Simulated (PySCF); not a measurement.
## C₆ coefficients of unlike pairs at wB97X

Calculated with PySCF 2.14 from the dipole response of each species, C₆(A,B) = (3/π) ∫ α_A(iu) α_B(iu) du, in atomic units, from isotropic polarisabilities. For ions this is the dispersion term alone; charge-induced terms of lower order in 1/R come first.

```tsv
species	configuration	basis	relativity	α (bohr³)	C₆ (like pair)
Kr²⁺	[Ar] 3d10 4s2 4p4 (3P)	aug-cc-pVQZ-DK (8s7p5d3f2g)	spin-free X2C	7.412	36.22
Cr³⁺	[Ar] 3d3 (4F)	aug-cc-pVTZ with one added diffuse shell each of s, p, d, f, g type (9s8p6d4f3g)	none	2.092	5.271
Ti	[Ar] 3d2 4s2 (3F)	x2c-TZVPPall with one added diffuse shell each of s, p, d, f type (7s6p5d3f1g)	spin-free X2C	100.8	1155
```

**Question.** Estimate C₆ for Ti with Cr³⁺.

**Answer.** The integral gives 47.63. The combination rule 2 C_A C_B / (C_A α_B/α_A + C_B α_A/α_B) gives 43.81 and the geometric mean 78.02.

No spin-orbit coupling is included.

The other pairs:

| pair | C₆ |
| --- | --- |
| Ti, Kr²⁺ | 153.5 |
| Cr³⁺, Kr²⁺ | 13.12 |
